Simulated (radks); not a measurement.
Question: Spherical quantum dot in the effective-mass picture: electrons in a parabolic well V = omega^2 r^2 / 2 with omega = 0.0759, with a point charge +1 (a donor) at the centre, all in effective atomic units (hartree* = m*/eps^2 hartree, bohr* = eps/m* bohr), one dielectric constant everywhere. Method: non-relativistic Kohn-Sham, LDA (Slater exchange, Perdew-Wang correlation), spin-polarised, spherical densities; computed with a radial shooting solver with Libxc functionals. Levels are named by radial order and angular momentum (1s, 1p, 1d, 2s, ...), and open shells are averaged over m. Results are scaled to m* = 0.062 and eps = 14.8, for which hartree* = 7.702 meV and bohr* = 12.63 nm. At N = 10 the configuration is 1s2 1p6 2s2. Does electron 11 go into 1f up or 1d up?

Answer: Into 1d up. The total energies of the other choices lie higher by 0.257 meV (1f up).
